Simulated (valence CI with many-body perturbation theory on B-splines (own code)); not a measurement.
## Os XLV: calculated level list

Method: relativistic CI+MBPT: four valence electrons over a frozen Dirac-Fock core [Ar] 3d10, a basis of 11 s, 11 p, 9 d, 7 f, 5 g, 2 h, 1 i functions for each j, with the one-electron correlation potential Σ1 (screened to all orders), the two-electron term Σ2, the three-electron term Σ3, Breit, model QED; selected single and double excitations, second order for the rest (own B-spline code, finite nucleus).

No measured spectrum was set against this ion. As an estimate, large intervals hold to a few tenths of a per cent, small ones and those within an open d or f shell to about a per cent.

Levels 46 to 67 of 67, with energies above the lowest level, (4s^2 4p1/2^2) J=0. "Leading %" is the weight of the configuration and term that name the level; weights of strongly mixed levels are sums over their largest components and can fall short. In the jj column 3d3/2^4 stands for four electrons in 3d with j = 3/2. Lifetimes count E1, E2, E3, M1 and M2 decay at the calculated energies, and are blank where another channel may lead or the interval is too uncertain; long ones can be off by a factor of two.

```tsv
No.	Configuration	Term	J	E (Ry)	Leading %	Second component	Lifetime	Leading jj
46	4s 4p2 4d	5P	1	36.010	26	20 % 4s 4p2 4d 3P	723 fs	4s 4p1/2 4p3/2 4d3/2 (94 %)
47	4s 4p2 4d	3D	2	36.034	27	25 % 4s 4p2 4d 5P	641 fs	4s 4p1/2 4p3/2 4d3/2 (87 %)
48	4s 4p2 4d	3D	1	36.193	34	17 % 4s 4p2 4d 1P	943 fs	4s 4p1/2 4p3/2 4d3/2 (89 %)
49	4s 4p2 4d	3G	3	36.592	36	16 % 4s2 4p 4f 3G	835 fs	4s 4p1/2 4p3/2 4d3/2 (75 %)
50	4s 4p2 4d	3G	5	36.665	56	44 % 4s 4p2 4d 5F	65.3 ps	4s 4p1/2 4p3/2 4d5/2 (98 %)
51	4s 4p2 4d	3P	2	36.738	38	16 % 4s 4p2 4d 5D	2.85 ps	4s 4p1/2 4p3/2 4d5/2 (92 %)
52	4s 4p2 4d	3D	1	36.900	55	15 % 4s 4p2 4d 3P	743 fs	4s 4p1/2 4p3/2 4d3/2 (60 %)
53	4s 4p2 4d	3F	3	37.218	36	20 % 4s 4p2 4d 5D	2.42 ps	4s 4p1/2 4p3/2 4d5/2 (89 %)
54	4s 4p2 4d	3P	0	37.356	78	9 % 4s 4p2 4d 1S	542 fs	4s 4p1/2 4p3/2 4d3/2 (82 %)
55	4s 4p2 4d	3P	1	37.481	47	18 % 4s 4p2 4d 1P	896 fs	4s 4p1/2 4p3/2 4d5/2 (44 %)
56	4s 4p2 4d	3P	2	37.549	24	23 % 4s 4p2 4d 3F	903 fs	4s 4p1/2 4p3/2 4d5/2 (54 %)
57	4s 4p2 4d	3D	3	37.625	54	11 % 4s 4p2 4d 3F	1.39 ps	4s 4p1/2 4p3/2 4d5/2 (84 %)
58	4s 4p2 4d	1D	2	37.700	29	18 % 4s 4p2 4d 3F	581 fs	4s 4p1/2 4p3/2 4d3/2 (50 %)
59	4s 4p2 4d	1G	4	37.734	49	27 % 4s 4p2 4d 3F	3.63 ps	4s 4p1/2 4p3/2 4d5/2 (88 %)
60	4s 4p2 4d	3D	1	38.247	49	22 % 4s 4p2 4d 1P	1.80 ps	4s 4p1/2 4p3/2 4d5/2 (93 %)
61	4s 4p2 4d	3D	3	38.255	36	24 % 4s 4p2 4d 3F	932 fs	4s 4p1/2 4p3/2 4d5/2 (86 %)
62	4s 4p2 4d	3F	4	38.284	42	36 % 4s 4p2 4d 3G	1.25 ps	4s 4p1/2 4p3/2 4d5/2 (85 %)
63	4s 4p2 4d	3P	1	38.712	34	28 % 4s 4p2 4d 3S	1.29 ps	4s 4p1/2 4p3/2 4d5/2 (95 %)
64	4s 4p2 4d	3D	2	38.794	46	21 % 4s 4p2 4d 1D	1.12 ps	4s 4p1/2 4p3/2 4d5/2 (92 %)
65	4s 4p2 4d	3P	0	38.801	44	43 % 4s 4p2 4d 1S	1.12 ps	4s 4p1/2 4p3/2 4d5/2 (83 %)
66	4s 4p2 4d	1F	3	38.941	38	20 % 4s 4p2 4d 3F	857 fs	4s 4p1/2 4p3/2 4d5/2 (87 %)
67	4s 4p2 4d	3P	2	39.121	36	19 % 4s 4p2 4d 3F	700 fs	4s 4p1/2 4p3/2 4d5/2 (87 %)
```
